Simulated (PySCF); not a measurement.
Species: C12H14.
SMILES with atom numbers: `[CH:1]#[C:2][C@@H:3]([CH:4]=[CH2:5])[C:6]1=[CH:7][C@H:8]2[CH2:9][CH2:10][C@@H:11]1[CH2:12]2` (hydrogens: H13 on C1; H14 on C3; H15 on C4; H16, H17 on C5; H18 on C7; H19 on C8; H20, H21 on C9; H22, H23 on C10; H24 on C11; H25, H26 on C12)

Method: PySCF 2.14.0, PBE0-D3(BJ)/def2-SVP geometry optimisation, gas phase; density fitting, grid level 1; the optimiser is geomeTRIC in internal coordinates, started from a GFN2-xTB structure with every atom displaced at random (about 0.01 Å).

Step 0: E = -12645.1229 eV
```
atom  x, y, z in Å  |  force x, y, z in eV/Å
C1     -1.8975    2.6804    0.2422   -0.623   5.181  -0.117
C2     -1.8069    1.5109    0.2698    0.239  -3.908   0.162
C3     -1.6848    0.0629    0.2623    1.147   0.007   0.388
C4     -2.3750   -0.4992   -0.9098   -2.104  -1.605   0.441
C5     -3.3315   -1.4477   -0.8244    1.571   1.391   0.668
C6     -0.2131   -0.3009    0.2314   -0.150  -0.164   0.586
C7      0.4634   -1.0654   -0.6335    0.078   0.050   0.293
C8      1.9227   -1.0347   -0.2417   -0.633   0.030   0.618
C9      2.4064    0.3901   -0.5519   -0.687  -0.039  -1.037
C10     1.6406    1.2594    0.4472    0.023  -0.368  -0.067
C11     0.7930    0.2273    1.2317    0.487  -0.160  -0.627
C12     1.7848   -0.9463    1.2942   -0.803  -0.116  -0.595
H13    -2.0515    3.7596    0.2144    0.192  -0.633   0.031
H14    -2.1165   -0.3153    1.2121    0.000  -0.084  -0.190
H15    -2.1400   -0.0906   -1.8639    0.437   0.489  -0.994
H16    -3.8388   -1.8130   -1.6730   -0.662  -0.526  -1.285
H17    -3.6103   -1.8570    0.1325   -0.180  -0.250   0.561
H18     0.0651   -1.5570   -1.5006   -0.229  -0.274  -0.587
H19     2.5215   -1.8476   -0.6386    0.362  -0.261  -0.188
H20     2.1626    0.6584   -1.5991    0.208  -0.034   0.210
H21     3.4696    0.4534   -0.4325    1.051   0.165   0.127
H22     1.0153    1.9811   -0.0559   -0.405   0.534  -0.176
H23     2.3319    1.7943    1.0875    0.267   0.302   0.491
H24     0.3917    0.6085    2.1540   -0.337   0.214   0.735
H25     1.3572   -1.8525    1.7351   -0.098  -0.147   0.077
H26     2.7048   -0.6943    1.7892    0.847   0.206   0.474
```

Step 1: E = -12645.3990 eV
```
atom  x, y, z in Å  |  force x, y, z in eV/Å
C1     -1.8853    2.7770    0.3005    0.166  -0.628   0.112
C2     -1.8140    1.5656    0.3021   -0.144   0.335  -0.096
C3     -1.7029    0.1061    0.2540    0.016  -0.141  -0.025
C4     -2.4457   -0.4796   -0.9249    0.439   0.304  -0.125
C5     -3.2218   -1.5525   -0.8493   -0.551  -0.147  -0.186
C6     -0.2461   -0.2923    0.2550   -0.028  -0.051  -0.051
C7      0.4093   -1.0795   -0.6121   -0.050  -0.074  -0.041
C8      1.8713   -1.0549   -0.2256    0.051  -0.122  -0.044
C9      2.3913    0.3635   -0.5889    0.226  -0.028   0.035
C10     1.6406    1.2693    0.4123   -0.008   0.149  -0.046
C11     0.7845    0.2585    1.2217   -0.092   0.079   0.186
C12     1.7478   -0.9325    1.3004    0.186   0.045   0.081
H13    -1.8768    3.8412    0.3496   -0.111   0.370  -0.040
H14    -2.1583   -0.2976    1.1791    0.003   0.034   0.019
H15    -2.2399   -0.0009   -1.8952   -0.086  -0.064   0.172
H16    -3.7313   -1.9518   -1.7390    0.178   0.030   0.192
H17    -3.4413   -2.0360    0.1082    0.061  -0.043  -0.010
H18    -0.0083   -1.5727   -1.4932    0.034   0.040   0.037
H19     2.4854   -1.8787   -0.6191   -0.028   0.042   0.033
H20     2.1824    0.6157   -1.6357   -0.026   0.017  -0.086
H21     3.4869    0.4219   -0.4530   -0.137  -0.012   0.007
H22     1.0101    2.0229   -0.0813    0.019  -0.013   0.046
H23     2.3399    1.8046    1.0751   -0.036  -0.036  -0.001
H24     0.3822    0.6581    2.1671    0.053  -0.046  -0.099
H25     1.3025   -1.8229    1.7674   -0.030  -0.003  -0.003
H26     2.7024   -0.6876    1.8037   -0.105  -0.038  -0.068
```

Step 2: E = -12645.4168 eV
```
atom  x, y, z in Å  |  force x, y, z in eV/Å
C1     -1.9277    2.7685    0.3192    0.095   0.062   0.093
C2     -1.8263    1.5615    0.3121   -0.048   0.044  -0.067
C3     -1.6942    0.1017    0.2591   -0.010  -0.115   0.022
C4     -2.4457   -0.4697   -0.9180    0.066  -0.006  -0.124
C5     -3.2573   -1.5248   -0.8656   -0.007   0.043   0.082
C6     -0.2360   -0.2971    0.2538    0.023   0.018  -0.008
C7      0.4223   -1.0914   -0.6057   -0.055  -0.032   0.015
C8      1.8852   -1.0663   -0.2178   -0.026   0.005   0.005
C9      2.4090    0.3492   -0.5937    0.026   0.006  -0.020
C10     1.6543    1.2682    0.3975   -0.009   0.011  -0.029
C11     0.7958    0.2642    1.2167   -0.017   0.004   0.028
C12     1.7608   -0.9265    1.3070    0.031   0.013   0.018
H13    -1.9763    3.8428    0.3616   -0.063  -0.086  -0.040
H14    -2.1457   -0.3010    1.1866    0.016  -0.005   0.013
H15    -2.2466    0.0240   -1.8761   -0.011  -0.005  -0.005
H16    -3.7488   -1.9192   -1.7595    0.028   0.049   0.003
H17    -3.4648   -2.0384    0.0788    0.004  -0.001   0.012
H18     0.0079   -1.5897   -1.4834    0.000   0.007  -0.013
H19     2.4981   -1.8940   -0.5999   -0.003   0.003   0.003
H20     2.2039    0.5918   -1.6465   -0.004  -0.001   0.007
H21     3.5002    0.4064   -0.4521   -0.019   0.001   0.013
H22     1.0259    2.0197   -0.0996   -0.002   0.003   0.003
H23     2.3506    1.8052    1.0600    0.001  -0.011   0.006
H24     0.3956    0.6707    2.1561    0.009  -0.002  -0.007
H25     1.3114   -1.8109    1.7824   -0.012  -0.001  -0.004
H26     2.7132   -0.6801    1.8058   -0.012  -0.005  -0.008
```

Step 3: E = -12645.4179 eV
```
atom  x, y, z in Å  |  force x, y, z in eV/Å
C1     -1.9589    2.7584    0.3343    0.013   0.226   0.054
C2     -1.8326    1.5550    0.3117    0.018  -0.084  -0.016
C3     -1.6850    0.0957    0.2480    0.087   0.134  -0.006
C4     -2.4259   -0.4579   -0.9412   -0.120  -0.172   0.268
C5     -3.2572   -1.4956   -0.8518    0.084   0.056  -0.155
C6     -0.2285   -0.3008    0.2512   -0.027   0.052  -0.002
C7      0.4257   -1.1002   -0.6061    0.048   0.009   0.080
C8      1.8881   -1.0735   -0.2146   -0.011   0.023   0.002
C9      2.4150    0.3408   -0.5952   -0.065   0.009  -0.029
C10     1.6591    1.2655    0.3914   -0.004  -0.044  -0.006
C11     0.8001    0.2643    1.2152    0.018  -0.039  -0.072
C12     1.7642   -0.9268    1.3102   -0.041  -0.012  -0.030
H13    -2.0603    3.8302    0.3744   -0.008  -0.133  -0.022
H14    -2.1423   -0.3130    1.1703   -0.002  -0.023  -0.030
H15    -2.2324    0.0308   -1.9008    0.024  -0.004  -0.030
H16    -3.7527   -1.8897   -1.7395   -0.096  -0.060  -0.048
H17    -3.4546   -1.9982    0.1010   -0.001   0.042  -0.016
H18     0.0124   -1.5974   -1.4845   -0.007  -0.001  -0.014
H19     2.5008   -1.9028   -0.5914    0.020  -0.014  -0.007
H20     2.2124    0.5798   -1.6502    0.006  -0.006   0.034
H21     3.5038    0.3973   -0.4486    0.042   0.003   0.008
H22     1.0319    2.0168   -0.1067   -0.009   0.006  -0.010
H23     2.3546    1.8016    1.0548    0.017   0.007   0.004
H24     0.4004    0.6740    2.1516   -0.021   0.015   0.029
H25     1.3110   -1.8081    1.7881    0.001   0.002  -0.003
H26     2.7157   -0.6812    1.8073    0.035   0.007   0.018
```

Q: Estimate the geometry and energy of step 4. (The exact step hangs on the optimiser's Hessian estimate; all steps are aligned on step 3, rigid shifts and turns removed.)

A: E = -12645.4222 eV, largest force 0.077 eV/Å
```
atom  x, y, z in Å  |  force x, y, z in eV/Å
C1     -1.9556    2.7576    0.3399    0.023   0.053   0.042
C2     -1.8293    1.5537    0.3174   -0.011  -0.038  -0.023
C3     -1.6830    0.0940    0.2562    0.005   0.043   0.018
C4     -2.4277   -0.4632   -0.9302   -0.045  -0.028   0.055
C5     -3.2657   -1.4962   -0.8684    0.057   0.005  -0.009
C6     -0.2270   -0.3016    0.2572   -0.023   0.030  -0.006
C7      0.4261   -1.1033   -0.5984    0.034  -0.010   0.045
C8      1.8893   -1.0739   -0.2114    0.002   0.007  -0.003
C9      2.4131    0.3395   -0.5987   -0.035   0.003  -0.012
C10     1.6588    1.2662    0.3864   -0.002  -0.019   0.002
C11     0.8034    0.2672    1.2162    0.013  -0.018  -0.040
C12     1.7691   -0.9223    1.3130   -0.021  -0.007  -0.016
H13    -2.0604    3.8263    0.3772   -0.011  -0.021  -0.014
H14    -2.1383   -0.3126    1.1802   -0.001  -0.024  -0.011
H15    -2.2269    0.0307   -1.8863    0.029   0.001  -0.029
H16    -3.7580   -1.8787   -1.7647   -0.044  -0.010  -0.023
H17    -3.4768   -2.0078    0.0762   -0.013   0.017   0.001
H18     0.0108   -1.6039   -1.4743   -0.003   0.004  -0.007
H19     2.5023   -1.9040   -0.5871    0.010  -0.006  -0.004
H20     2.2072    0.5743   -1.6534    0.004  -0.003   0.013
H21     3.5027    0.3982   -0.4552    0.022   0.001   0.004
H22     1.0291    2.0150   -0.1130   -0.003   0.002  -0.004
H23     2.3559    1.8056    1.0457    0.009   0.004   0.000
H24     0.4054    0.6802    2.1526   -0.011   0.009   0.013
H25     1.3182   -1.8024    1.7951    0.001   0.001  -0.002
H26     2.7221   -0.6737    1.8069    0.017   0.003   0.010
```

The energy changes by -0.0043 eV. The first-order estimate −F·Δx gives -0.0073 eV and the mean of the old and new forces, exact on a quadratic surface, -0.0043 eV. The step makes an angle of 78° with the force vector and moves no atom by more than 0.035 Å.

The cost below is that of the whole optimisation. Time: 3.2 min wall, 7.7 min CPU; peak memory 1.4 GiB. Hardware: 2 threads of an Intel Xeon at 2.60 GHz, shared host with 128 logical CPUs at a one-minute load of 16.
